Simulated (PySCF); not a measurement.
C₅H₆Se, SMILES C#C[C@H]1C[C@H]1[SeH]. Geometry: PBE0-D3(BJ)/def2-SVP. The structure was generated by enumeration; whether it is a known compound was not checked. One conformer was computed; it need not be the lowest.

Computed equilibrium geometry at PBE0-D3(BJ)/def2-SVP (PySCF confirms it by a frequency run) as Cartesian coordinates in Å (one conformer of several):
```xyz
12

C      2.7474    -0.9586     0.4008
C      1.5956    -1.2722     0.1932
C      0.2423    -1.6678    -0.0823
C     -0.8611    -1.4589     0.9240
C     -0.8544    -0.6489    -0.3329
Se    -0.5259     1.2394    -0.2069
H      3.7647    -0.6749     0.5958
H      0.1626    -2.5699    -0.6997
H     -1.6115    -2.2464     1.0299
H     -0.5844    -0.9520     1.8516
H     -1.5761    -0.9254    -1.1062
H      0.5084     1.2675    -1.2538
```
Charge 0, spin multiplicity 1.
